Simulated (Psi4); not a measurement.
silene (CH₄Si), singlet, at a GFN2-xTB geometry; CAM-B3LYP/def2-TZVPD (Psi4).

Here is a job for Psi4.
```
memory 2 GB

molecule mol {
0 1
  C    -1.183747   -0.061877   -0.031705
  Si    0.560771    0.029313    0.015020
  H    -1.808395    0.813545   -0.086548
  H    -1.715822   -0.997763   -0.007844
  H     1.449146   -1.124808    0.089201
  H     1.326756    1.269910   -0.014852
}

set basis def2-tzvpd
set reference rks
set s_tolerance 1e-5
set s_orthogonalization canonical

energy('cam-b3lyp')
print_variables()
```

It wrote (shortened):

```
   => Loading Basis Set <=

    Name: DEF2-TZVPD
    Role: ORBITAL
    Keyword: BASIS

         ---------------------------------------------------------
                                   SCF
               by Justin Turney, Rob Parrish, Andy Simmonett
                          and Daniel G. A. Smith
                              RKS Reference
         ---------------------------------------------------------

  ==> Geometry <==

    Molecular point group: c1
    Full point group: C1

    Geometry (in Angstrom), charge = 0, multiplicity = 1:

       Center              X                  Y                   Z               Mass
    ------------   -----------------  -----------------  -----------------  -----------------
         C           -1.200323775209    -0.062743691672    -0.032149316913    12.000000000000
         SI           0.544194224791     0.028446308328     0.014575683087    27.976926534650
         H           -1.824971775209     0.812678308328    -0.086992316913     1.007825032230
         H           -1.732398775209    -0.998629691672    -0.008288316913     1.007825032230
         H            1.432569224791    -1.125674691672     0.088756683087     1.007825032230
         H            1.310179224791     1.269043308328    -0.015296316913     1.007825032230

  Running in c1 symmetry.

  Rotational constants: A =      3.69404  B =      0.47002  C =      0.41697 [cm^-1]
  Rotational constants: A = 110744.39041  B =  14090.89477  C =  12500.37239 [MHz]
  Nuclear repulsion =   50.785474313529804

  Charge       = 0
  Multiplicity = 1
  Electrons    = 24
  Nalpha       = 12
  Nbeta        = 12

  ==> Algorithm <==

  SCF Algorithm Type is DF.
  DIIS enabled.
  MOM disabled.
  Fractional occupation disabled.
  Guess Type is SAD.
  Energy threshold   = 1.00e-06
  Density threshold  = 1.00e-06
  Integral threshold = 1.00e-12

  ==> Primary Basis <==

  Basis Set: DEF2-TZVPD
    Blend: DEF2-TZVPD
    Number of shells: 48
    Number of basis functions: 116
    Number of Cartesian functions: 128
    Spherical Harmonics?: true
    Max angular momentum: 3

  ==> DFT Potential <==

   => LibXC <=

    Version 7.1.2
    S. Lehtola, C. Steigemann, M. J. T. Oliveira, and M. A. L. Marques,  SoftwareX 7, 1–5 (2018) (10.1016/j.softx.2017.11.002)

   => Composite Functional: CAM-B3LYP <=

    CAM-B3LYP Hyb-GGA Exchange-Correlation Functional

    T. Yanai, D. P. Tew, and N. C. Handy,  Chem. Phys. Lett. 393, 51 (2004) (10.1016/j.cplett.2004.06.011)

[...]
   @DF-RKS iter   4:  -329.93871806102885   -8.40318e-03   2.66629e-04 ADIIS/DIIS
   @DF-RKS iter   5:  -329.93908362443301   -3.65563e-04   6.32517e-05 DIIS
   @DF-RKS iter   6:  -329.93911916977959   -3.55453e-05   2.43218e-05 DIIS
   @DF-RKS iter   7:  -329.93912476673501   -5.59696e-06   4.97221e-06 DIIS
   @DF-RKS iter   8:  -329.93912504999383   -2.83259e-07   1.00181e-06 DIIS
   @DF-RKS iter   9:  -329.93912506338427   -1.33904e-08   1.48848e-07 DIIS
  Energy and wave function converged.

  ==> Post-Iterations <==

   Electrons on quadrature grid:
      Ntotal   =   24.0000037353 ; deviation = 3.735e-06

    Orbital Energies [Eh]
    ---------------------

    Doubly Occupied:

[...]
    Virtual:

[...]
    Final Occupation by Irrep:
              A
    DOCC [    12 ]
    NA   [    12 ]
    NB   [    12 ]

  @DF-RKS Final Energy:  -329.93912506338427

   => Energetics <=

    Nuclear Repulsion Energy =             50.7854743135298037
    One-Electron Energy =                -555.4043510436582665
    Two-Electron Energy =                 195.4447791391472435
    DFT Exchange-Correlation Energy =     -20.7650274724029771
    Empirical Dispersion Energy =           0.0000000000000000
    VV10 Nonlocal Energy =                  0.0000000000000000
    Total Energy =                       -329.9391250633841537

Computation Completed

Properties will be evaluated at   0.000000,   0.000000,   0.000000 [a0]

Properties computed using the SCF density matrix

 Multipole Moments:

 ------------------------------------------------------------------------------------
     Multipole            Electronic (a.u.)      Nuclear  (a.u.)        Total (a.u.)
 ------------------------------------------------------------------------------------

 L = 1.  Multiply by 2.5417464519 to convert [e a0] to [Debye]
 Dipole X            :          1.1107931           -0.7518192            0.3589738
 Dipole Y            :          0.0580648           -0.0392999            0.0187650
 Dipole Z            :          0.0297527           -0.0201381            0.0096147
 Magnitude           :                                                    0.3595925

 ------------------------------------------------------------------------------------

  Variable Map:
  ----------------------------------------------------------------------------
[...]
  Array Variable Map:
  ----------------------------------------------------------------------------
[...]
[...]
```
